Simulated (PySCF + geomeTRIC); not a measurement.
Calculation: TPSS-D3(BJ)/def2-SVP (PySCF + geomeTRIC). fastk is a local helper that only speeds up exchange builds. No frequencies were computed at this level.

```python
import json, numpy as np
from pyscf import gto, dft
from fastk import lowrank_exchange
atoms = """
Zn    -0.110621     0.115762     0.435869
S     -1.710614     1.057249    -0.856933
H     -2.395172     1.657518     0.100471
S      1.716287    -1.204319     0.621298
H      1.929703    -1.047776     1.915972
"""
def scf(charge, spin, dm0=None):
    mol = gto.M(atom=atoms, basis='def2-svp', ecp={}, charge=charge, spin=spin, verbose=3, max_memory=3360)
    mf = dft.KS(mol, xc='tpss').density_fit(auxbasis="def2-universal-jkfit")
    mf.disp = 'd3bj'
    mf.grids.level = 3
    mf.conv_tol = 1e-8
    mf.max_cycle = 120
    mf.level_shift = 0.25
    mf.kernel(dm0)
    if not mf.converged:
        mf = mf.newton().run(mf.mo_coeff, mf.mo_occ).undo_soscf()
    return mf
mf = scf(0, 0)
from pyscf.geomopt.geometric_solver import kernel as optimize
path = []
done, mol = optimize(mf, maxsteps=120, assert_convergence=False, callback=lambda env: path.append((env["energy"], bool(env["g_scanner"].converged))))
res = dict(converged=bool(done and path[-1][1]), energy=path[-1][0], path=[e for e, c in path], xyz=mol.atom_coords(unit="Angstrom").tolist(), nao=mol.nao)
json.dump(res, open("result.json", "w"))
```

Output:

```
converged SCF energy = -2576.591679801
Geometry optimization cycle 1
converged SCF energy = -2576.59167979959
cycle 1: E = -2576.5916798  dE = -2576.59  norm(grad) = 0.0450386
Geometry optimization cycle 2
converged SCF energy = -2576.59638141457
cycle 2: E = -2576.59638141  dE = -0.00470161  norm(grad) = 0.0129763
Geometry optimization cycle 3
converged SCF energy = -2576.59845166974
cycle 3: E = -2576.59845167  dE = -0.00207026  norm(grad) = 0.0143142
Geometry optimization cycle 4
converged SCF energy = -2576.59969576137
cycle 4: E = -2576.59969576  dE = -0.00124409  norm(grad) = 0.0135399
Geometry optimization cycle 5
converged SCF energy = -2576.60064044738
cycle 5: E = -2576.60064045  dE = -0.000944686  norm(grad) = 0.0048346
Geometry optimization cycle 6
converged SCF energy = -2576.60079313346
cycle 6: E = -2576.60079313  dE = -0.000152686  norm(grad) = 0.00102459
Geometry optimization cycle 7
converged SCF energy = -2576.60093680461
cycle 7: E = -2576.6009368  dE = -0.000143671  norm(grad) = 0.00677066
Geometry optimization cycle 8
converged SCF energy = -2576.60109178272
cycle 8: E = -2576.60109178  dE = -0.000154978  norm(grad) = 0.00521946
Geometry optimization cycle 9
converged SCF energy = -2576.60133274007
cycle 9: E = -2576.60133274  dE = -0.000240957  norm(grad) = 0.00438231
Geometry optimization cycle 10
converged SCF energy = -2576.60157597654
cycle 10: E = -2576.60157598  dE = -0.000243236  norm(grad) = 0.00497739
Geometry optimization cycle 11
converged SCF energy = -2576.60182664962
cycle 11: E = -2576.60182665  dE = -0.000250673  norm(grad) = 0.000968558
Geometry optimization cycle 12
converged SCF energy = -2576.60185964012
cycle 12: E = -2576.60185964  dE = -3.29905e-05  norm(grad) = 0.000735772
Geometry optimization cycle 13
converged SCF energy = -2576.60186660013
cycle 13: E = -2576.6018666  dE = -6.96001e-06  norm(grad) = 8.51097e-05
Geometry optimization cycle 14
converged SCF energy = -2576.60186647022
cycle 14: E = -2576.60186647  dE = 1.29904e-07  norm(grad) = 6.14827e-05
Geometry optimization cycle 15
converged SCF energy = -2576.60186604052
cycle 15: E = -2576.60186604  dE = 4.29707e-07  norm(grad) = 8.99747e-05
<class 'geometric.internal.Distance'> : 4
<class 'geometric.internal.Angle'> : 3
<class 'geometric.internal.Dihedral'> : 2
<class 'geometric.internal.TranslationX'> : 1
<class 'geometric.internal.TranslationY'> : 1
<class 'geometric.internal.TranslationZ'> : 1
<class 'geometric.internal.RotationA'> : 1
<class 'geometric.internal.RotationB'> : 1
<class 'geometric.internal.RotationC'> : 1
Step    0 : Gradient = 2.014e-02/2.282e-02 (rms/max) Energy = -2576.5916797996
Step    1 : Displace = 8.066e-02/1.022e-01 (rms/max) Trust = 1.000e-01 (=) Grad = 5.803e-03/9.593e-03 (rms/max) E (change) = -2576.5963814146 (-4.702e-03) Quality = 1.338
Step    2 : Displace = 1.054e-01/1.366e-01 (rms/max) Trust = 1.414e-01 (+) Grad = 6.402e-03/8.544e-03 (rms/max) E (change) = -2576.5984516697 (-2.070e-03) Quality = 1.316
Step    3 : Displace = 9.528e-02/1.253e-01 (rms/max) Trust = 2.000e-01 (+) Grad = 6.055e-03/8.515e-03 (rms/max) E (change) = -2576.5996957614 (-1.244e-03) Quality = 1.501
Step    4 : Displace = 1.125e-01/1.402e-01 (rms/max) Trust = 2.828e-01 (+) Grad = 2.162e-03/3.215e-03 (rms/max) E (change) = -2576.6006404474 (-9.447e-04) Quality = 1.189
Step    5 : Displace = 3.605e-02/3.957e-02 (rms/max) Trust = 3.000e-01 (+) Grad = 4.582e-04/5.511e-04 (rms/max) E (change) = -2576.6007931335 (-1.527e-04) Quality = 1.446
Step    6 : Displace = 6.932e-02/7.931e-02 (rms/max) Trust = 3.000e-01 (=) Grad = 3.028e-03/3.802e-03 (rms/max) E (change) = -2576.6009368046 (-1.437e-04) Quality = -0.001
Step    7 : Displace = 3.596e-02/4.253e-02 (rms/max) Trust = 3.466e-02 (-) Grad = 2.334e-03/3.403e-03 (rms/max) E (change) = -2576.6010917827 (-1.550e-04) Quality = 1.503
Step    8 : Displace = 5.075e-02/6.481e-02 (rms/max) Trust = 4.902e-02 (+) Grad = 1.960e-03/2.342e-03 (rms/max) E (change) = -2576.6013327401 (-2.410e-04) Quality = 0.996
Step    9 : Displace = 7.049e-02/8.412e-02 (rms/max) Trust = 6.932e-02 (+) Grad = 2.226e-03/2.620e-03 (rms/max) E (change) = -2576.6015759765 (-2.432e-04) Quality = 0.988
Step   10 : Displace = 9.796e-02/1.191e-01 (rms/max) Trust = 9.804e-02 (+) Grad = 4.332e-04/4.969e-04 (rms/max) E (change) = -2576.6018266496 (-2.507e-04) Quality = 0.873
Step   11 : Displace = 7.496e-02/8.916e-02 (rms/max) Trust = 1.386e-01 (+) Grad = 3.290e-04/4.380e-04 (rms/max) E (change) = -2576.6018596401 (-3.299e-05) Quality = 0.601
Step   12 : Displace = 2.123e-02/2.505e-02 (rms/max) Trust = 1.386e-01 (=) Grad = 3.806e-05/6.243e-05 (rms/max) E (change) = -2576.6018666001 (-6.960e-06) Quality = 0.925
Step   13 : Displace = 1.631e-03/2.046e-03 (rms/max) Trust = 1.961e-01 (+) Grad = 2.750e-05/4.019e-05 (rms/max) E (change) = -2576.6018664702 (+1.299e-07) Quality = -0.861
Step   14 : Displace = 7.541e-04/1.215e-03 (rms/max) Trust = 8.157e-04 (-) Grad = 4.024e-05/6.218e-05 (rms/max) E (change) = -2576.6018660405 (+4.297e-07) Quality = -0.884
Converged! =D
```

Cost: about 2.6 core-minutes (a rough figure).
